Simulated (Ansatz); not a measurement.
Reaction: CH4BF (SMILES CBF) → CH3BF (SMILES [CH2]BF, doublet) + H (doublet) (the C-H bond breaks)
Each species at its own B3LYP-D3(BJ)/def2-TZVP minimum (Ansatz, a quantum-chemistry and plane-wave program).

Total energies in hartree (Ansatz). Open shells are spin-unrestricted; no spin-orbit coupling. Cores are frozen in correlated methods. No relativity. Where a partner has so few electrons that a lower coupled-cluster level is exact, that level stands in.

| species | HF/cc-pVTZ | CCSD(T)/cc-pVTZ | HF/cc-pVQZ | CCSD(T)/cc-pVQZ | CCSD(T)/cc-pVDZ | CCSDT(Q)/cc-pVDZ |
|---|---|---|---|---|---|---|
| 1: CH4BF (SMILES CBF) | -164.44249 | -165.01626 | -164.45491 | -165.06705 | -164.84177 | -164.84321 |
| 2: CH3BF (SMILES [CH2]BF, doublet) | -163.82050 | -164.35324 | -163.83287 | -164.40269 | -164.18493 | -164.18641 |
| 3: H (doublet) | -0.49981 | -0.49981 | -0.49995 | -0.49995 | -0.49928 | -0.49928 |

Task: Work out the bond dissociation energy (electronic) in kcal/mol: take Hartree-Fock from cc-pVQZ, extrapolate the CCSD(T) correlation energy as X^-3 (X = 3, 4), and add CCSDT(Q) - CCSD(T) in cc-pVDZ. 1 hartree = 627.51 kcal/mol.

Result: 
Species 1: correlation (64·(-0.61214) - 27·(-0.57377))/37 = -0.64014; step -0.00144; E1 = -164.45491 + (-0.64014) + (-0.00144) = -165.09649
Species 2: correlation (64·(-0.56982) - 27·(-0.53274))/37 = -0.59688; step -0.00148; E2 = -163.83287 + (-0.59688) + (-0.00148) = -164.43123
Species 3: correlation (64·(0.00000) - 27·(0.00000))/37 = 0.00000; step +0.00000; E3 = -0.49995 + (0.00000) + (+0.00000) = -0.49995
-1·E1 +1·E2 +1·E3 = 0.16531 hartree = 103.7 kcal/mol.
